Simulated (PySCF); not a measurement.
Species: C6H5FSi.
Numbering: `[CH:1]#[C:2][C@@H:3]1[C@@H:4]([F:5])[Si@H:6]1[C:7]#[CH:8]`

Geometry (GFN2-xTB, Å), atoms numbered from 1 in this order:
```xyz
13
C6H5FSi angstrom
C     -3.0165   -0.8649   -0.8233
C     -2.0211   -0.4036   -0.3382
C     -0.8154    0.1305    0.1893
C     -0.0589    1.1547   -0.6754
F      0.2814    2.3190   -0.0335
Si     0.9080   -0.4545   -0.3979
C      2.1960   -0.4019    0.9043
C      3.0352   -0.3578    1.7657
H     -3.9035   -1.2578   -1.2209
H     -0.8981    0.4221    1.2322
H     -0.5120    1.4038   -1.6313
H      1.0335   -1.3754   -1.5090
H      3.7670   -0.3137    2.5201
```

NICS is the negative of the GIAO shielding at a point without a nucleus: at the ring centre (0) and 1 Å above and below it (1); zz is the component along the ring normal. Level: GIAO PBE0/pcSseg-1 (PySCF, non-relativistic, gas phase) on the GFN2-xTB geometry, one conformer.

Ring bond lengths (Å), with Mayer bond orders in brackets: C3–C4 1.539 (0.86), C4–Si6 1.898 (0.90), Si6–C3 1.912 (0.83).

Q: What do the NICS probes read (ppm)?

A: 
```json
{"ring": "C3–C4–Si6", "type": "3-membered ring with Si; formal bonds all single", "NICS(0)": "-21.3", "NICS(1), two faces": "-5.6 / -8.7", "NICS(1)zz, two faces": "-10.1 / -16.6", "rms pucker (Å)": "0.00", "centre to ring atoms, mean (Å)": "1.03"}
```

Q: What can be read from them?

A: 
- C3–C4–Si6: mean NICS(1)zz -13.4 ppm, shielded. C3, C4, Si6 have four or more neighbours, and the NICS criterion for π rings isn't applied. The two faces differ by 6.5 ppm, so no symmetry operation interchanges them. NICS(0) lies 14 ppm below the mean NICS(1).

Q: What are the shieldings of the ring atoms and their hydrogens in the same run (means over atoms taken as equivalent)?

A: 
| atoms | environment | σ isotropic (ppm) | principal values of the symmetric part, first atom (ppm) |
| --- | --- | --- | --- |
| C3 | sp3 carbon bound to silicon | 173.1 | 148.6, 160.5, 210.2 |
| C4 | sp3 C–F carbon | 100.7 | 42.4, 78.5, 181.3 |
| Si6 | SiH silicon | 475.0 | 377.5, 403.4, 644.0 |
| H10 | methine hydrogen | 29.47 | 23.7, 28.8, 35.8 |
| H11 | methine hydrogen | 26.54 | 22.8, 27.0, 29.8 |
| H12 | Si–H hydrogen | 28.13 | 22.9, 26.3, 35.2 |
